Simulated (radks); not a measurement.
Charge is removed step by step from the 6s down level of neutral cerium, starting from [Xe] 4f1 5d1 6s(up 1, down 1). Level of theory: scalar-relativistic Kohn-Sham, LDA (Slater exchange, Perdew-Wang correlation), spin-polarised, spherical densities, point nucleus; open shells are filled with parallel spins first (spin-orbit coupling, left out, can overturn this in heavy ions) (a radial shooting solver on a logarithmic mesh with Libxc functionals). At the starting occupation the eigenvalue is -3.695 eV. Estimate the energy to remove one whole electron from this level, the eigenvalue at the end, and how far E(n) bends from a straight line.

Answer. Delta-SCF 5.879 eV; final eigenvalue -8.053 eV; the deviation from the straight line is -0.551 eV at 0.5 electron removed, the largest on the grid computed. Slater's transition state (half an electron removed) gives 5.876 eV. Integrating minus the eigenvalue over the occupation (Janak's theorem) gives 5.880 eV. In this scalar-relativistic scheme the density is built from large components alone, so the theorem holds only approximately. The mean slope of the eigenvalue, de/dn, is 4.36 eV per electron.
